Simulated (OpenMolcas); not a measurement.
V3+ among 8 point charges of -1 e arranged as a cube (Oh).

| Property | Result |
| --- | --- |
| Program | OpenMolcas 26.06 |
| Method | CASSCF |
| Basis | ANO-RCC-VDZP [5s4p2d1f] |
| Scalar Hamiltonian | DKH2, point nucleus |
| Active space | 2 electrons in 5 orbitals (3d) |
| State averaging | 2S+1 = 3 even, 10 roots; 2S+1 = 1 even, 15 roots |
| Spin-orbit coupling | state interaction with AMFI integrals over the reference wave functions |

All point charges move together. At R = 1.65 Å the first state of the same spin is 6391 cm-1, and at R = 1.78 Å it is 4474 cm-1.

A third run gives 3449 cm-1. What distance was it run at?

With a power law R^-n the two known points give n = -ln(4474 / 6391) / ln(1.78 / 1.65) = 4.70. Then R = 1.65 × (6391 / 3449)^(1/4.70) = 1.881 Å. The run was at 1.88 Å, so the estimate is off by +0.001 Å.

Without dynamic correlation the repulsion within the d shell is too large (B by tens of per cent), so at a given field states of lower spin stand too high. This is an electrostatic model: the charges have no orbitals. No measured value stands beside these numbers.
